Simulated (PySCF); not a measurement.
Job for PySCF: R-HF/3-21G on CH6InN (SMILES [CH3][InH][NH2]), a point of a torsion scan.

```python
from pyscf import gto, scf, dft, mp
from pyscf.data.elements import chemcore

mol = gto.M(
    atom='''
    C    -1.68832221    0.22752862   -0.18778625
    In    0.14125020   -0.46837285    0.84887391
    N     0.88285373   -2.29975882    0.36529804
    H    -2.48043894   -0.48705757    0.03039891
    H    -1.99439119    1.22100761    0.13024236
    H    -1.49511346    0.22655811   -1.25967814
    H     0.93017613    0.26931506    2.20187723
    H     0.72179947   -2.60994520   -0.58669328
    H     1.85120219   -2.49931103    0.58828902
    ''',
    basis='3-21g',
    charge=0, spin=0, verbose=3, max_memory=1800)
mf = scf.RHF(mol)
mf.conv_tol = 1e-8
mf.max_cycle = 100
mf.kernel()
if not mf.converged:
    mf = mf.newton().run(mf.mo_coeff, mf.mo_occ)
```

Q: Predict the final total energy.

A: -5810.0081 hartree.
